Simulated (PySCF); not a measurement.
Ga(OH)(SiH3)2 (GaH7OSi2), SMILES [SiH3][Ga]([SiH3])[OH].

The structure is a stationary point at TPSSh-D3(BJ)/def2-SVP. Other conformers were not sampled.

Two levels are set side by side: PBE/def2-TZVP (PySCF) and B3LYP/def2-TZVP (PySCF). Same geometry, gas phase. Differences are taken from unrounded values.

```
quantity                     B3LYP    PBE  PBE minus B3LYP
---------------------------  -----  -----  ---------------
orbital gap (eV)              4.99   3.64            -1.35
highest occupied level (eV)  -7.04  -6.22             0.82
lowest empty level (eV)      -2.05  -2.58            -0.53
dipole moment (D)             1.30   1.19            -0.11
mean polarisability (bohr³)   97.9  101.8              3.9
```

PBE's occupied levels lie high since its potential decays too fast outside the molecule; exact exchange lowers them and widens the gap. PBE's more diffuse valence density responds more strongly to a field. Differences between two approximate levels are no errors against the true value.

Rough cost on one machine, each run with all the roots and properties that it gave: B3LYP against PBE within a factor of 2.
